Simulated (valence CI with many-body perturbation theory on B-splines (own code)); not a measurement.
**Ladder of approximations for As XXVIII**

Calculated by relativistic CI+MBPT: four valence electrons over a frozen Dirac-Fock core [He], a basis of 11 s, 11 p, 9 d, 7 f, 5 g, 2 h, 1 i functions for each j, with the one-electron correlation potential Σ1 (screened to all orders), the two-electron term Σ2, the three-electron term Σ3, Breit, model QED; selected single and double excitations, second order for the rest (own B-spline code, finite nucleus).

The last digits are not significant, and no measured levels were compared; by estimate large intervals hold to a few tenths of a per cent, small ones and those within an open d or f shell to about a per cent. Among the levels kept, up to 260 cm⁻¹ of a level comes from second order outside the variational space, and about a tenth of that is noise between levels of different J, which matters for small intervals.

Each rung adds one term. CI alone is the Dirac-Coulomb CI over the frozen core; QED comes last and gives the full result, which names the levels. Energies are above (2s^2 2p1/2^2) J=0 on the same rung, in eV.

Levels are named by their leading jj configuration (3d3/2^4 stands for four electrons in 3d with j = 3/2), which in mixed levels can hold well under half, so a name can repeat and another be missing. Letters in brackets count levels of one name in rising energy.

```tsv
Level	CI alone	Σ1	Σ2	Σ3	Breit	QED	Full
(2s^2 2p1/2 2p3/2) J=1	32.7	+0.03	-0.03	+0.01	-0.95	+0.09	31.9
(2s^2 2p1/2 2p3/2) J=2	42.3	+0.03	-0.01	-0.01	-1.64	+0.10	40.8
(2s^2 2p3/2^2) J=2	81.6	+0.06	-0.01	-0.01	-2.26	+0.17	79.5
(2s^2 2p3/2^2) J=0	102.3	+0.05	+0.09	-0.05	-1.61	+0.14	100.9
(2s 2p1/2^2 2p3/2) J=2	115.5	-0.15	-0.09	+0.03	-0.78	-0.90	113.6
(2s 2p1/2^2 2p3/2) J=1	157.3	-0.15	-0.15	-0.05	-0.23	-0.93	155.8
(2s 2p1/2 2p3/2^2) J=2 [a]	164.2	-0.14	-0.12	-0.03	-0.76	-0.88	162.2
(2s 2p1/2 2p3/2^2) J=3	177.0	-0.13	-0.12	-0.03	-1.98	-0.86	173.9
(2s 2p1/2 2p3/2^2) J=0	194.5	-0.13	-0.07	-0.05	-0.64	-0.86	192.8
(2s 2p1/2 2p3/2^2) J=1 [a]	199.0	-0.13	-0.15	-0.06	-1.06	-0.85	196.8
(2s 2p1/2 2p3/2^2) J=2 [b]	206.0	-0.12	-0.17	-0.06	-1.63	-0.84	203.2
(2s 2p1/2 2p3/2^2) J=1 [b]	219.3	-0.14	-0.38	-0.12	-0.86	-0.89	216.9
(2s 2p3/2^3) J=2	240.2	-0.11	-0.24	-0.09	-1.89	-0.81	237.0
(2s 2p3/2^3) J=1	267.6	-0.11	-0.32	-0.13	-1.81	-0.80	264.4
(2p1/2^2 2p3/2^2) J=2	317.2	-0.32	-0.46	-0.12	-0.28	-1.89	314.1
(2p1/2^2 2p3/2^2) J=0	337.7	-0.31	-0.44	-0.12	+0.17	-1.87	335.2
(2p1/2 2p3/2^3) J=1	353.9	-0.29	-0.46	-0.12	-0.85	-1.81	350.4
(2p1/2 2p3/2^3) J=2	365.9	-0.29	-0.42	-0.12	-1.40	-1.81	361.9
(2p3/2^4) J=0	418.4	-0.26	-0.39	-0.13	-1.46	-1.71	414.5
(2s^2 2p1/2 3s) J=0	1652.7	+0.30	-0.01	-0.07	-2.08	+0.35	1651.1
(2s^2 2p1/2 3s) J=1	1654.3	+0.30	-0.02	-0.07	-2.17	+0.35	1652.7
(2s^2 2p1/2 3p1/2) J=1	1682.8	+0.26	-0.03	-0.07	-1.85	+0.05	1681.1
(2s^2 2p3/2 3s) J=2	1695.1	+0.33	-0.01	-0.08	-3.25	+0.43	1692.5
(2s^2 2p1/2 3p1/2) J=0	1696.5	+0.26	-0.05	-0.07	-1.74	+0.04	1695.0
(2s^2 2p3/2 3s) J=1	1698.9	+0.33	-0.04	-0.08	-3.21	+0.43	1696.3
(2s^2 2p1/2 3p3/2) J=1	1698.9	+0.26	-0.03	-0.07	-2.05	+0.06	1697.1
(2s^2 2p1/2 3p3/2) J=2	1700.5	+0.27	-0.03	-0.07	-2.24	+0.08	1698.5
(2s^2 2p1/2 3d3/2) J=2	1728.3	+0.31	-0.02	-0.07	-2.27	+0.07	1726.3
(2s^2 2p3/2 3p1/2) J=1	1729.2	+0.21	-0.05	-0.07	-2.35	-0.09	1726.9
(2s 2p1/2^2 3s) J=1	1731.6	+0.20	-0.03	-0.07	-1.82	-0.41	1729.5
(2s^2 2p3/2 3p1/2) J=2	1733.2	+0.28	-0.04	-0.07	-2.98	+0.12	1730.5
```

The middle columns are the shifts that each term adds.

(1) How does the ionisation energy move along the ladder, and which term matters most?

Results:

(1) CI alone 2944.6, + Σ1 2944.9, + Σ2 2944.9, + Σ3 2944.8, + Breit 2942.3, + QED 2942.4 eV. The largest step is Breit, -2.5 eV. NIST lists 2938 ± 3 eV (semi-empirical).
